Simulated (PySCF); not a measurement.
## Dipole response of Xe (xenon, neutral)

[Xe], closed-shell 1S. Computed with PySCF 2.14 in aug-cc-pVDZ-PP with ECP28MDF (5s4p3d, 32 functions), with a scalar-relativistic core potential. Coupled (time-dependent) response in atomic units; α is the mean over directions. A double-zeta set is small for polarisabilities.

```csv
method,mean α (bohr³),C₆ (like pair),S(−4)
UHF,25.07,260.2,95.39
PBE,26.81,281.4,120.0
PBE0,26.09,272.5,108.9
BLYP,26.84,280.4,123.6
HSE06,26.24,274.7,110.4
```

S(−4) is the Cauchy moment in α(ω) = α(0) + S(−4) ω² + …

Reference α: 27.32 ± 0.2 bohr³ (recommended; Schwerdtfeger and Nagle, table of static dipole polarizabilities (2023 update)). Published C₆: 302.0 (Gould and Bucko (2016)).

α(iu) at BLYP:

```tsv
u (hartree)	α(iu) (bohr³)
0	26.84
0.0500	26.53
0.100	25.68
0.200	22.91
0.300	19.65
0.500	13.88
0.750	9.036
1.00	6.151
1.50	3.269
2.00	1.993
3.00	0.9520
5.00	0.3603
```

A single London oscillator, α(iu) = α/(1 + u²/ω²), gives C₆ = (3/4) ω α². Matching the computed C₆ needs ω = 4 × 280.4 / (3 × 26.84²) = 0.519 hartree.

Energies and moments cover only the electrons outside the core potential.
